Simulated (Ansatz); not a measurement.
Conformers of CH6BNO (`NCBO`), each relaxed with PBE0-D4/def2-TZVP in Ansatz. CBS adds the triple-zeta coupled-cluster correction to the MP2 limit.

Not all of them had a frequency check.

Conformer A:

Z-matrix (Å, degrees):
```
C
B 1 1.581
N 1 1.470 2 109.5
H 1 1.098 2 113.0 3 -128.3
H 1 1.098 2 106.3 3 117.2
O 2 1.344 1 117.0 3 -10.3
H 2 1.199 1 124.0 3 171.3
H 3 1.012 1 110.6 2 -88.7
H 3 1.011 1 112.1 2 152.2
H 6 0.977 2 106.4 1 -0.2
```

Conformer B:

Cartesian coordinates in Å:
```
N -0.729 -1.147 -0.918
C -0.180 0.168 -0.612
B 0.290 0.305 0.876
O 0.520 1.546 1.368
H -0.104 -1.878 -0.601
H -0.857 -1.274 -1.913
H 0.683 0.460 -1.242
H -0.941 0.934 -0.807
H 0.483 -0.659 1.575
H 0.836 1.543 2.274
```

**Question.** Which is lowest in electronic energy at CCSD(T)/CBS (frozen core, def2 sets), and by how much? (An estimate is asked.)

**Answer.** The calculation gave: A; B lies 17.5 kJ/mol higher.

**Question.** Give the energies relative to A (kJ/mol) with PBE-D4/def2-TZVPP, r2SCAN-D4/def2-TZVPP, B2PLYP/def2-TZVPP, MP2/def2-TZVPP, MP2/def2-QZVPP, CCSD/def2-QZVPP, CCSD/CBS(def2). (Best estimate.)

**Answer.** Ansatz gave: 
| level | B |
| --- | --- |
| PBE-D4/def2-TZVPP | 20.8 |
| r2SCAN-D4/def2-TZVPP | 19.0 |
| B2PLYP/def2-TZVPP | 16.8 |
| MP2/def2-TZVPP | 18.4 |
| MP2/def2-QZVPP | 18.0 |
| CCSD/def2-QZVPP | 15.4 |
| CCSD/CBS(def2) | 15.4 |
